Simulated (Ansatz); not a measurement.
Ansatz (a quantum-chemistry and plane-wave program) input (B3LYP-D3(BJ)/def2-TZVP):

Ansatz 0.2 input:
```yaml
crystal:
  periodic: [false, false, false]
  atoms:
    - {symbol: B, position_ang: [0.32730554, -0.07058328, -0.09251036]}
    - {symbol: F, position_ang: [0.83406142, 1.25968734, -0.00255595]}
    - {symbol: F, position_ang: [1.37594996, -0.87068648, -0.53527461]}
    - {symbol: N, position_ang: [-0.89706798, -0.52565926, 0.17819886]}
    - {symbol: H, position_ang: [-1.56835992, 0.16999944, 0.49356531]}
basis:
  gaussian:
    orbitals: def2-TZVP
hamiltonian:
  xc: b3lyp
  dispersion: d3bj
total_charge: -1
relax: {f_tol: 0.002, max_steps: 150}
```

End of the output:

```
680 factors; their error is unknown
mean field: 0.39 GiB planned
mean field evaluation 32: about -7624.3560 eV, gradient 1.3e0 eV
mean field -7624.38155584 eV, -280.1908541856 hartree, gradient 1.8e-5 eV, S^2 0.000000; 0 other end points of the search recorded, 0 dependent functions left out
the calculation of the forces begins
reference -7624.38177606 eV, -280.1908622786 hartree; 16, 16 occupied and 114, 114 virtual orbitals, 680 factors
relax step   4: F+E_penalty+E_count = -7624.47353080 eV  Δ(F+E_penalty+E_count) = -7.585e-4 eV  max|allowed force component| = 7.404e-2 eV/Å  Δτ_max = 0.0191 Å  (31 SCF iters, accepted)
these checks for a lower state are left out or cut short: starts, cluster_reference, orbital_swaps, neighbouring_geometries, increment
integrals: 0.03 GiB planned
680 factors; their error is unknown
mean field: 0.39 GiB planned
mean field -7624.38168740 eV, -280.1908590205 hartree, gradient 1.8e-5 eV, S^2 0.000000; 0 other end points of the search recorded, 0 dependent functions left out
the calculation of the forces begins
reference -7624.38190798 eV, -280.1908671267 hartree; 16, 16 occupied and 114, 114 virtual orbitals, 680 factors
relax step   5: F+E_penalty+E_count = -7624.47365027 eV  Δ(F+E_penalty+E_count) = -1.195e-4 eV  max|allowed force component| = 1.016e-1 eV/Å  Δτ_max = 0.0087 Å  (32 SCF iters, accepted)
these checks for a lower state are left out or cut short: starts, cluster_reference, orbital_swaps, neighbouring_geometries, increment
integrals: 0.03 GiB planned
680 factors; their error is unknown
mean field: 0.39 GiB planned
mean field -7624.38209435 eV, -280.1908739756 hartree, gradient 1.8e-5 eV, S^2 0.000000; 0 other end points of the search recorded, 0 dependent functions left out
the calculation of the forces begins
reference -7624.38231485 eV, -280.1908820788 hartree; 16, 16 occupied and 114, 114 virtual orbitals, 680 factors
relax step   6: F+E_penalty+E_count = -7624.47405043 eV  Δ(F+E_penalty+E_count) = -4.002e-4 eV  max|allowed force component| = 2.225e-2 eV/Å  Δτ_max = 0.0069 Å  (32 SCF iters, accepted)
these checks for a lower state are left out or cut short: starts, cluster_reference, orbital_swaps, neighbouring_geometries, increment
integrals: 0.03 GiB planned
680 factors; their error is unknown
mean field: 0.39 GiB planned
mean field -7624.38212622 eV, -280.1908751469 hartree, gradient 1.8e-5 eV, S^2 0.000000; 0 other end points of the search recorded, 0 dependent functions left out
the calculation of the forces begins
reference -7624.38234669 eV, -280.1908832488 hartree; 16, 16 occupied and 114, 114 virtual orbitals, 680 factors
relax step   7: F+E_penalty+E_count = -7624.47409016 eV  Δ(F+E_penalty+E_count) = -3.973e-5 eV  max|allowed force component| = 6.257e-4 eV/Å  Δτ_max = 0.0016 Å  (33 SCF iters, accepted)
integrals: 0.03 GiB planned
680 factors; their error is unknown
mean field: 0.39 GiB planned
mean field evaluation 64: about -7624.1671 eV, gradient 8.3e0 eV
mean field -7624.38212622 eV, -280.1908751469 hartree, gradient 6.1e-5 eV, S^2 0.000000; 1 other end points of the search recorded, 0 dependent functions left out
the calculation of the forces begins
reference -7624.38234669 eV, -280.1908832488 hartree; 16, 16 occupied and 114, 114 virtual orbitals, 680 factors
Total energy: -7624.47431062 eV, -280.1942628611 hartree
Atom 0 at     0.328745    -0.072283    -0.093366 Å, force    -0.000280    -0.000018    -0.000098 eV/Å
Atom 1 at     0.802982     1.248486     0.004292 Å, force    -0.000019    -0.000002     0.000044 eV/Å
Atom 2 at     1.382672    -0.867148    -0.536423 Å, force     0.000230    -0.000052     0.000004 eV/Å
Atom 3 at    -0.910080    -0.544587     0.178467 Å, force     0.000464    -0.000554    -0.000226 eV/Å
Atom 4 at    -1.532429     0.198289     0.488454 Å, force    -0.000394     0.000626     0.000275 eV/Å
Dipole moment:     0.392921     0.419881    -0.038430 e Å
```

It need not be the lowest isomer of its formula. Whether it binds its extra electron was not tested at this geometry.
